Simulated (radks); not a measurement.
Species: Ru II. Configuration: [Kr] 4d7. Calculated with a radial shooting solver on a logarithmic mesh with Libxc functionals: Dirac Kohn-Sham, BLYP, spin-unpolarised, spherical densities, finite nucleus; open shells fill j = l - 1/2 first; Fermi nuclear charge, rms radius 4.4809 fm.

Spin-orbit splittings of the eigenvalues, e(l+1/2) - e(l-1/2), with zeta = 2 splitting/(2l+1) and mean radii in bohr:

| shell | occ. | splitting (eV) | zeta (eV) | <r> j=l-1/2 | <r> j=l+1/2 |
|---|---|---|---|---|---|
| 2p | 6 | 131.0 | 87.33 | 0.1236 | 0.1284 |
| 3p | 6 | 22.22 | 14.81 | 0.3958 | 0.4064 |
| 3d | 10 | ? | ? | 0.3822 | 0.3857 |
| 4p | 6 | 3.396 | 2.264 | 1.107 | 1.139 |
| 4d | 7 | 0.3311 | 0.1324 | 1.640 | 1.663 |

Estimate the 3d splitting.

Answer. 4.330 eV (zeta = 1.732 eV).
